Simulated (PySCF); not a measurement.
CH7Si2, SMILES [SiH2]C[SiH3], multiplicity 2. Geometry: PBE0-D3(BJ)/def2-SVP. The isomer is the one that the SMILES or the coordinates give; other isomers of the formula were not compared.

Computed equilibrium geometry at PBE0-D3(BJ)/def2-SVP (PySCF confirms it by a frequency run) as a Z-matrix:
```
C
H 1 1.1033
H 1 1.1056 2 106.92
Si 1 1.8835 2 108.71 3 117.15
H 4 1.4949 1 110.27 2 60.21
H 4 1.4953 5 108.45 1 -120.74
H 4 1.4955 5 108.63 6 -117.74
Si 1 1.8853 2 108.76 3 -117.10
H 8 1.4974 1 111.32 2 177.44
H 8 1.4981 9 109.96 1 124.99
```
Charge 0, spin multiplicity 2.
